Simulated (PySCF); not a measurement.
# HgC: from constants to spectrum

ROHF-SCS-MP2 constants of HgC, triplet, unpaired electrons π ↑↑ (basis Hg x2c-TZVPPall, C x2c-TZVPPall; spin-free X2C with a Gaussian nucleus; PySCF 2.14; masses 201.9706 and 12.0000 u):

```
ωe              : 318.2 cm⁻¹
ωexe            : 10.3 cm⁻¹
Be              : 0.32048 cm⁻¹
αe              : 0.00864 cm⁻¹
D (centrifugal) : 1.3e-06 cm⁻¹
De to Hg + C    : 0.378 eV
```

Q: Give the vibrational terms G(v) and spacings up to v = 3.

A: G(v) = ωe(v+½) − ωexe(v+½)².

```tsv
v	G(v) (cm⁻¹)	G(v) − G(v−1)	Bv (cm⁻¹)
0	157		0.3162
1	454	298	0.3075
2	731	277	0.2989
3	988	256	0.2902
```

Q: How well does the Morse estimate ωe²/(4ωexe) reproduce De, and what is D0?

A: It gives 0.305 eV, 81 % of the computed De. D0 = De − G(0) = 0.378 − 0.019 = 0.359 eV.

Correlated steps freeze 24 core orbitals. The bond is weak. Basis-set superposition, not corrected here, can be much of De in a small basis, most of all at correlated wavefunction levels. These are scalar-relativistic numbers at best; spin–orbit coupling would shift them, the dissociation energy most. The state was picked by a PBE0 search and need not be the measured ground state.
